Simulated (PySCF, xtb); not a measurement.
C₃H₃F₄, SMILES F[CH]CC(F)(F)F (connectivity only; charge and spin as stated), charge +1, multiplicity 1. The values are those of a single conformer.

Harmonic wavenumbers (cm⁻¹) from xtb 6.7.1 with GFN2-xTB at its own minimum, in rising order: 53, 80, 188, 306, 341, 418, 480, 496, 564, 730, 850, 882, 960, 1027, 1141, 1181, 1192, 1202, 1230, 1322, 1478, 2807, 2910, 2952.

### Question
What does PySCF with PBE-D3(BJ)/def2-SVP give at its own minimum? (An estimate is asked for; the answer gives what the named calculation found.)

### Answer
42, 75, 176, 311, 354, 442, 533, 545, 586, 765, 863, 932, 1036, 1068, 1149, 1202, 1274, 1286, 1320, 1360, 1542, 2953, 3068, 3094. Paired by order, the mean absolute difference is 52 cm⁻¹ and the zero-point energies are 35.4 and 37.1 kcal/mol.
